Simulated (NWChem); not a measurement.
Species: SiNH3Cl2; SMILES N[SiH](Cl)Cl

```xyz
7

Si     0.3041     0.4375    -0.0057
N      1.8863    -0.1791     0.1287
Cl    -0.8036    -0.3412    -1.5743
Cl    -0.7033    -0.0493     1.7206
H      0.3535     1.9031    -0.1997
H      2.6101     0.1365    -0.5078
H      2.0474    -1.1300     0.4423
```
Atoms are numbered in this order, from 1.

Level: PBE0/def2-SVP (NWChem), optimised geometry, unscaled harmonic frequencies. 

```tsv
frequency (cm⁻¹)	IR intensity (km/mol)
129	11.6
194	5.4
250	10.5
298	17.1
392	174.5
516	52.1
586	171.5
715	25.9
835	155.5
894	40.3
919	212.7
1533	63.3
2309	92.2
3611	55.6
3715	57.0
```

- zero-point energy: 24.1 kcal/mol
- thermal correction to the enthalpy at 298.15 K (with zero-point energy): 28.5 kcal/mol
- heat capacity Cv: 19.4 cal/(mol K)
- entropy at 298.15 K and 1 atm (symmetry number 1): 78.5 cal/(mol K)
- dipole moment: 2.58 D

Rigid rotor and harmonic oscillator.
